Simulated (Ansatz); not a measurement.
Geometry optimisation, Ansatz 0.2.0, RKS LDA/def2-SVP.

input.yaml

```yaml
crystal:
  periodic: [false, false, false]
  atoms:
    - { symbol: Si, position_ang: [-0.196199, 0.225672, 0.029568] }
    - { symbol: O, position_ang: [-0.382702, 0.369658, 1.654811] }
    - { symbol: Si, position_ang: [-1.248158, -0.468667, 2.840059] }
    - { symbol: H, position_ang: [-2.017358, -1.601141, 2.22766] }
    - { symbol: H, position_ang: [-0.28262, -0.943312, 3.88391] }
    - { symbol: H, position_ang: [-2.197019, 0.525104, 3.448364] }
    - { symbol: F, position_ang: [1.333352, -0.178426, -0.236305] }
    - { symbol: F, position_ang: [-0.43352, 1.620493, -0.693927] }
    - { symbol: F, position_ang: [-1.165521, -0.845226, -0.630395] }
    - { symbol: F, position_ang: [0.667244, -1.989482, 1.493586] }
    - { symbol: H, position_ang: [1.170099, -1.199574, 1.475568] }
basis:
  gaussian: { orbitals: def2-SVP }
hamiltonian:
  xc: lda
relax:
  f_tol: 0.03
  max_steps: 50
output:
  orbitals: {}
```

Launched with:

```bash
$ ansatz run input.yaml --threads 4 --pin off --max-ram 5120MiB --backend cpu --events-out ev --progress --plain --runs-dir out
```

**Question.** Where does it end, and by what steps?

**Answer.** It converged. After 13 steps the energy has fallen by 0.186 eV; O2 moved furthest, 0.62 Å.

```json
{"step": "0", "energy less start (eV)": "0.0000", "largest force component (eV/Å)": "1.037", "accepted": "yes"}
{"step": "1", "energy less start (eV)": "-0.0340", "largest force component (eV/Å)": "0.854", "accepted": "yes"}
{"step": "2", "energy less start (eV)": "-0.0397", "largest force component (eV/Å)": "1.240", "accepted": "yes"}
{"step": "3", "energy less start (eV)": "-0.1072", "largest force component (eV/Å)": "0.256", "accepted": "yes"}
{"step": "4", "energy less start (eV)": "-0.1326", "largest force component (eV/Å)": "0.184", "accepted": "yes"}
{"step": "5", "energy less start (eV)": "-0.1617", "largest force component (eV/Å)": "0.458", "accepted": "yes"}
{"step": "6", "energy less start (eV)": "-0.1696", "largest force component (eV/Å)": "0.162", "accepted": "yes"}
{"step": "7", "energy less start (eV)": "-0.1613", "largest force component (eV/Å)": "0.874", "accepted": "no"}
{"step": "8", "energy less start (eV)": "-0.1767", "largest force component (eV/Å)": "0.117", "accepted": "yes"}
{"step": "9", "energy less start (eV)": "-0.1817", "largest force component (eV/Å)": "0.215", "accepted": "yes"}
{"step": "10", "energy less start (eV)": "-0.1829", "largest force component (eV/Å)": "0.128", "accepted": "yes"}
{"step": "11", "energy less start (eV)": "-0.1850", "largest force component (eV/Å)": "0.086", "accepted": "yes"}
{"step": "12", "energy less start (eV)": "-0.1858", "largest force component (eV/Å)": "0.034", "accepted": "yes"}
{"step": "13", "energy less start (eV)": "-0.1860", "largest force component (eV/Å)": "0.007", "accepted": "yes"}
```

```xyz
11
Properties=species:S:1:pos:R:3
Si -0.220 0.266 0.051
O -0.966 0.389 1.458
Si -1.270 -0.442 2.893
H -1.904 -1.769 2.613
H -0.003 -0.568 3.686
H -2.232 0.441 3.634
F 1.347 -0.135 0.250
F -0.190 1.672 -0.688
F -0.842 -0.797 -0.950
F 0.406 -2.042 1.436
H 1.122 -1.501 1.110
```

Whether the end is a true minimum wasn't checked by a vibrational analysis.

Time of the run: 5.9 s on 4 threads of AMD EPYC 9R45 (Zen 5), on a shared host, peak memory 0.19 GiB.
